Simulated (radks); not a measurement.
Ionisation ladder of iodine, from I34+ to I45+. Each ion is in the ground configuration listed by NIST, and IE = E(next ion) - E(this ion). Method: scalar-relativistic Kohn-Sham, r2SCAN, spin-polarised, spherical densities, finite nucleus; open shells are filled with parallel spins first (spin-orbit coupling, left out, can overturn this in heavy ions); meta-GGA in the generalised Kohn-Sham scheme; Fermi nuclear charge, rms radius 4.75 fm; computed with a radial shooting solver on a logarithmic mesh with Libxc functionals.

species  configuration  IE, Delta-SCF (eV)  -e(HOMO) (eV)     HOMO  <r> HOMO (bohr)  IE, NIST (eV)       kind  error (eV)
I34+          [Ar] 3d1              2172.0         2129.0    3d up            0.251           2181     theory        -9.0
I35+              [Ar]              2459.2         2421.6       3p            0.280           2431     theory       +28.2
I36+      [Ne] 3s2 3p5              2535.6         2498.4  3p down            0.278           2510     theory       +25.6
I37+      [Ne] 3s2 3p4              2610.6         2574.4  3p down            0.276           2598     theory       +12.6
I38+      [Ne] 3s2 3p3              2719.3         2680.3    3p up            0.274           2680     theory       +39.3
I39+      [Ne] 3s2 3p2              2798.4         2759.7    3p up            0.272           2836     theory       -37.6
I40+      [Ne] 3s2 3p1              2875.9         2838.3    3p up            0.270           2926     theory       -50.1
I41+          [Ne] 3s2              3100.0         3071.0       3s            0.278           3096     theory        +4.0
I42+          [Ne] 3s1              3187.4         3158.2    3s up            0.276         3185.5  semi-emp.        +1.9
I43+              [Ne]              7454.3         7348.1       2p            0.100           7337     theory      +117.3
I44+      [He] 2s2 2p5              7669.4         7564.5  2p down           0.0994           7563     theory      +106.4
I45+      [He] 2s2 2p4              7878.4         7777.5  2p down           0.0987           7811     theory       +67.4

Reference values: NIST Atomic Spectra Database (exp. = measured, semi-emp. = semi-empirical, theory = theoretical value adopted there). The ionisation energy per charge of the ion left behind rises most, in proportion, at I43+ ([Ne]), from 74.127 to 169.42 eV. Open shells are spherical and high-spin; term and fine-structure splittings are not resolved. Spin-orbit splitting is averaged out at the scalar-relativistic level.
